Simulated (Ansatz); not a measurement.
Pt₄⁺. Total charge 1; doublet. Geometry B3LYP-D4/def2-SVP.

```xyz
4

Pt   -1.501    0.582   -0.671
Pt    1.501   -0.582    0.671
Pt   -0.878   -0.766    1.298
Pt    0.878    0.766   -1.298
```

In the def2 sets Pt takes a core potential; there is no spin–orbit coupling. LC-ωPBE has ω = 0.4 bohr⁻¹. At PBE-D4/def2-TZVP, r2SCAN-D4/def2-TZVP, PBE0-D4/def2-TZVP, LC-ωPBE/def2-TZVP the charge 1 doublet is spin-contaminated (final ⟨S²⟩ up to 1.37, 0.75 for a pure state). No other spin state of charge 1 was run. Another isomer (quartet) lies 1.38 eV lower at PBE0-D4/def2-TZVP; other spin states weren't run for this one.

**Question.** Estimate the α-spin orbital energies around the gap (eV) in Ansatz with PBE-D4/def2-TZVP, r2SCAN-D4/def2-TZVP, PBE0-D4/def2-TZVP, LC-ωPBE/def2-TZVP.

**Answer.** 
```
orbital  PBE-D4/def2-TZVP  r2SCAN-D4/def2-TZVP  PBE0-D4/def2-TZVP  LC-ωPBE/def2-TZVP
 HOMO−9            -12.06               -12.27             -13.32             -15.60
 HOMO−8            -11.36               -11.60             -12.41             -15.33
 HOMO−7            -10.72               -10.99             -11.98             -14.47
 HOMO−6            -10.72               -10.99             -11.98             -14.27
 HOMO−5            -10.69               -10.90             -11.86             -14.22
 HOMO−4            -10.69               -10.90             -11.86             -14.04
 HOMO−3            -10.42               -10.74             -11.75             -13.67
 HOMO−2            -10.35               -10.65             -11.61             -13.55
 HOMO−1            -10.33               -10.53             -11.58             -13.52
   HOMO            -10.26               -10.43             -11.46             -13.31
   LUMO             -9.91                -9.74              -8.94              -6.43
 LUMO+1             -9.40                -9.19              -8.38              -6.08
 LUMO+2             -9.40                -9.19              -8.38              -5.67
 LUMO+3             -7.15                -6.84              -6.06              -3.62
 LUMO+4             -5.95                -5.70              -5.18              -3.56
 LUMO+5             -5.91                -5.56              -5.05              -2.98
 β HOMO            -10.18               -10.38             -11.36             -13.48
 β LUMO             -9.95                -9.91              -9.30              -6.40
```
